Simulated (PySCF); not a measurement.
Input for PySCF: R-M06-2X/6-31G* on C3H7N (a complex), monomers drawn apart or pushed together.

```python
from pyscf import gto, scf, dft, mp
from pyscf.data.elements import chemcore

mol = gto.M(
    atom='''
    C    -0.65061802    0.13229705    0.32227154
    N     0.47092817    0.11114744    0.08739268
    H    -1.69294343    0.15183990    0.54699430
    C    -0.65731883   -0.04277149    5.21383364
    C     0.86676914   -0.07623745    5.27401817
    H    -1.04992515   -0.89874610    4.65982484
    H    -1.01365030    0.86674194    4.72435905
    H    -1.09904736   -0.07013108    6.21197163
    H     1.22148396   -0.98320108    5.76738795
    H     1.25771416    0.77717011    5.83141816
    H     1.30269341   -0.04892851    4.27453640
    ''',
    basis='6-31g*',
    cart=True,
    charge=0, spin=0, verbose=3, max_memory=1800)
mf = dft.RKS(mol, xc='m062x')
mf.conv_tol = 1e-8
mf.max_cycle = 100
mf.kernel()
if not mf.converged:
    mf = mf.newton().run(mf.mo_coeff, mf.mo_occ)
```

Program output:

```
converged SCF energy = -173.155989077569
```

The run converged.

Cost: very roughly 9 core-seconds.
